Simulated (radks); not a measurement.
Question: Re III, configuration [Xe] 4f14 5d5. Method: Dirac Kohn-Sham, SOGGA, spin-unpolarised, spherical densities, finite nucleus; open shells are shared between the two j in proportion to 2j + 1; Fermi nuclear charge, rms radius 5.3698 fm; computed with a radial shooting solver on a logarithmic mesh with Libxc functionals.

Spin-orbit splittings of the eigenvalues, e(l+1/2) - e(l-1/2), with zeta = 2 splitting/(2l+1) and mean radii in bohr:

| shell | occ. | splitting (eV) | zeta (eV) | <r> j=l-1/2 | <r> j=l+1/2 |
|---|---|---|---|---|---|
| 2p | 6 | 1439 | 959.2 | 0.06247 | 0.07055 |
| 3p | 6 | ? | ? | 0.1870 | 0.2019 |
| 3d | 10 | 67.84 | 27.14 | 0.1765 | 0.1811 |
| 4p | 6 | 72.97 | 48.64 | 0.4451 | 0.4786 |
| 4d | 10 | 13.48 | 5.394 | 0.4935 | 0.5049 |
| 4f | 14 | 2.512 | 0.7178 | 0.5762 | 0.5850 |
| 5p | 6 | 11.00 | 7.333 | 1.137 | 1.238 |
| 5d | 5 | 0.9884 | 0.3954 | 1.746 | 1.803 |

Estimate the 3p splitting.

Answer: 312.4 eV (zeta = 208.3 eV).
